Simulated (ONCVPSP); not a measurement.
**Reading a pseudo-wave (potassium (K))**

Columns: radius, all-electron u(r) and pseudo u(r) of the 3s shell (level -36.69 eV) of potassium in the configuration [Ne] 3s2 3p6 4s0.75; PBE, scalar-relativistic, ONCV scheme, ONCVPSP 4.0.1.

| r (bohr) | all-electron | pseudo |
| --- | --- | --- |
| 0.123 | -0.0914 | 0.1732 |
| 0.245 | -0.4921 | 0.3376 |
| 0.368 | -0.3441 | 0.4891 |
| 0.490 | 0.0298 | 0.6194 |
| 0.613 | 0.4072 | 0.7263 |
| 0.735 | 0.6931 | 0.8052 |
| 0.858 | 0.8763 | 0.8564 |
| 0.980 | 0.9649 | 0.8796 |
| 1.103 | 0.9824 | 0.8773 |
| 1.225 | 0.9509 | 0.8528 |
| 1.348 | 0.8885 | 0.8099 |
| 1.470 | 0.8102 | 0.7538 |
| 1.593 | 0.7246 | 0.6882 |
| 1.715 | 0.6396 | 0.6184 |
| 1.838 | 0.5578 | 0.5470 |
| 1.960 | 0.4828 | 0.4781 |
| 2.083 | 0.4145 | 0.4129 |
| 2.205 | 0.3543 | 0.3539 |
| 2.328 | 0.3011 | 0.3010 |
| 2.450 | 0.2553 | 0.2552 |
| 2.573 | 0.2154 | 0.2154 |
| 2.695 | 0.1816 | 0.1816 |
| 2.818 | 0.1525 | 0.1525 |
| 2.940 | 0.1280 | 0.1280 |
| 3.063 | 0.1070 | 0.1070 |
| 3.185 | 0.0895 | 0.0895 |

Task: How many radial nodes do the two functions have?

Result: The all-electron 3s function has n − l − 1 = 2 (the table is too coarse to show those close to the nucleus); the pseudo-wave has 0, since the states of the same l below it are removed with the core.

Task: At about which radius was the pseudo-wave matched?

Result: 2.45 bohr. The columns agree to 0.0005 from 2.21 bohr on; several derivatives are matched, so the curves merge somewhat inside the radius.

Task: Is the pseudo-wave norm-conserving?

Result: Yes: the ONCV scheme keeps the norm inside the radius equal to the all-electron one, which fixes the energy derivative of the logarithmic derivative at the level.
